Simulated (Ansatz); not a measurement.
`[OH][Ge]([GeH3])([GeH3])[GeH3]`. Charge 0, multiplicity 1.

```xyz
15

O    -1.319    0.957    1.499
Ge   -0.253    0.200    0.259
Ge    2.046    0.201    1.073
Ge   -0.533    1.627   -1.682
Ge   -1.012   -2.079   -0.164
H    -1.304    0.480    2.333
H     2.561    1.638    1.257
H     2.956   -0.532    0.073
H     2.124   -0.527    2.428
H    -2.002    1.633   -2.133
H     0.337    1.079   -2.826
H    -0.088    3.062   -1.361
H    -2.423   -2.081   -0.775
H    -1.044   -2.875    1.153
H    -0.047   -2.781   -1.135
```

Problem. What are the harmonic wavenumbers in cm⁻¹ at PBE0-D4/def2-TZVP (Ansatz, finite differences of forces, unscaled)? (Estimate.)

Solution. The calculation gave: 54, 55, 60, 68, 69, 76, 137, 137, 191, 205, 281, 286, 412, 438, 443, 478, 482, 483, 670, 768, 768, 814, 873, 876, 877, 878, 879, 884, 923, 2131, 2135, 2144, 2144, 2149, 2151, 2153, 2157, 2162, 3885.

Problem. Is this a minimum?

Solution. Yes, all 39 modes are real.

Problem. Give the ideal-gas thermochemistry at 298.15 K and 1 bar (rigid rotor, harmonic oscillator; point group Cs, symmetry number 1).

Solution. Zero-point energy 220.0 kJ/mol; H(298) − E = 257.5 kJ/mol; entropy 506.3 J/(mol·K), of which translation 180.7, rotation 133.3, vibration 192.3; G(298) − E = 106.6 kJ/mol. Modes under 100 cm⁻¹ are hindered rotations or soft bends, so the harmonic entropy is rough.

Problem. Rotational constants (cm⁻¹)?

Solution. 0.02236, 0.02204, 0.01337.
